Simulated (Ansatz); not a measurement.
The input (input.yaml):

```yaml
crystal:
  periodic: [false, false, false]
  atoms:
    - { symbol: Sn, position_ang: [-0.041872, 0.045657, -0.141588] }
    - { symbol: O, position_ang: [0.089066, -0.227164, 1.916515] }
    - { symbol: H, position_ang: [-0.65319, -0.190573, 2.505828] }
    - { symbol: H, position_ang: [1.543823, 0.334086, -0.628387] }
    - { symbol: H, position_ang: [-1.006683, 1.454935, -0.150997] }
    - { symbol: H, position_ang: [-0.87201, -1.279246, -0.777793] }
    - { symbol: Cl, position_ang: [1.491419, -2.476595, 1.453287] }
    - { symbol: H, position_ang: [0.690544, -1.205601, 1.967033] }
basis:
  gaussian: { orbitals: def2-SVP }
hamiltonian:
  xc: hf
md:
  timestep: 0.5
  n_steps: 200
  ensemble: nve
  temperature: 300.0
  initial_velocities: maxwell_boltzmann
  seed: 8396
```

Run as:

```bash
$ ansatz run input.yaml --threads 1 --pin off --max-ram 2048MiB --backend cpu --events-out ev --progress --plain --runs-dir out
```

Hardware: 1 thread of AMD EPYC 7R43 64-Core Processor (Zen 3) (shared host).

**Question.** Roughly how long does this run take, and how much memory?

**Answer.** 6 min, with a peak of 0.18 GiB, for 201 ionic steps.
